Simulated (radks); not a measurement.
Q: Neutral gold: order these configurations by energy. All-electron calculation, scalar-relativistic Kohn-Sham, LDA (Slater exchange, Perdew-Wang correlation), spin-polarised, spherical densities, finite nucleus; Fermi nuclear charge, rms radius of each element as measured or else 0.836 A^(1/3) + 0.57 fm. Program: a radial shooting solver on a logarithmic mesh with Libxc functionals. Open shells are filled with parallel spins first. [Xe] 4f14 5d10 6p1; [Xe] 4f14 5d10 6s1; [Xe] 4f14 5d9 6s1 6p1; [Xe] 4f14 5d9 6s2.

A: From the lowest, in eV above it: [Xe] 4f14 5d10 6s1 0.000; [Xe] 4f14 5d9 6s2 1.625; [Xe] 4f14 5d10 6p1 5.408; [Xe] 4f14 5d9 6s1 6p1 6.869.
